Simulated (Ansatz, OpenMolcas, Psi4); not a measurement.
C2H4AlFO (SMILES C=C[O][AlH][F]): methods side by side

C2H4AlFO has 9 atoms, charge 0, and is taken as a singlet. SMILES: `C=C[O][AlH][F]`. The coordinates come from a PBE0-D4/def2-TZVP relaxation. This is one conformer, not always the lowest.

```
atom    x (Å)    y (Å)    z (Å)
   C  -1.5620  -0.3601   1.1039
   C  -0.7280  -0.3129   0.0755
   O   0.4903   0.2565   0.1396
  Al   1.8008   0.5193  -0.8848
   F   3.0876   1.3016  -0.2350
   H  -1.2977   0.0653   2.0641
   H  -2.5277  -0.8322   0.9885
   H  -0.9990  -0.7431  -0.8888
   H   1.8243   0.0592  -2.3803
```

Each level gives the dipole moment (D). The values are calculated.

```
                                  level                    kind     program  value (D)  CPU time
                            HF/def2-SVP            Hartree–Fock      Ansatz       2.17     2.5 s
                         SVWN5/def2-SVP                     LDA  OpenMolcas       1.69      51 s
                          BLYP/def2-SVP                     GGA  OpenMolcas       1.58      61 s
                        r2SCAN/def2-SVP                meta-GGA  OpenMolcas       1.70      67 s
B3LYP-D3(BJ)/def2-SVP (density fitting)           global hybrid        Psi4       1.76     6.6 s
                         B3LYP/def2-SVP           global hybrid  OpenMolcas       1.76      65 s
                          PBE0/def2-SVP           global hybrid      Ansatz       1.81     5.1 s
                         wB97X/def2-SVP  range-separated hybrid      Ansatz       1.81      16 s
```

The values span 1.58 to 2.17 D. Magnitudes only. Times are those of the runs behind each value, whatever else they computed, on shared processors of several kinds: orders of magnitude only.
